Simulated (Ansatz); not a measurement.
Reaction (redistribution): `F[Si@@H](Cl)[Si@@H](F)Cl` + `C[SiH2][SiH](O)Cl` → `O[Si@H](Cl)[Si@H](F)Cl` + `C[SiH2][SiH](F)Cl`

Program: Ansatz. Geometries: PBE0-D4/def2-TZVP. ΔE: electronic, gas phase. CCSD(T)/CBS adds triple-zeta CCSD(T) − MP2 to the extrapolated MP2 energy (def2 sets, frozen cores). Functionals use def2-TZVPP. B3LYP here is the variant with VWN-RPA as its local correlation; programs differ in this. Each species was taken in one conformer, which may not be the lowest.

```csv
level,ΔE (kJ/mol),difference from CCSD(T)/CBS
PBE-D4,-4.3,-1.8
r2SCAN-D4,-4.2,-1.7
PBE0-D4,-3.4,-0.9
B3LYP-D4,-3.2,-0.7
ωB97M-V,-3.0,-0.5
r2SCAN,-4.2,-1.7
PBE0,-3.8,-1.3
HF/def2-TZVPP,-2.0,0.5
CCSD/def2-TZVPP,-2.0,0.5
MP2/CBS(def2),-2.0,0.5
CCSD(T)/CBS,-2.5,0
```

Largest T1 diagnostic among the species: 0.011.
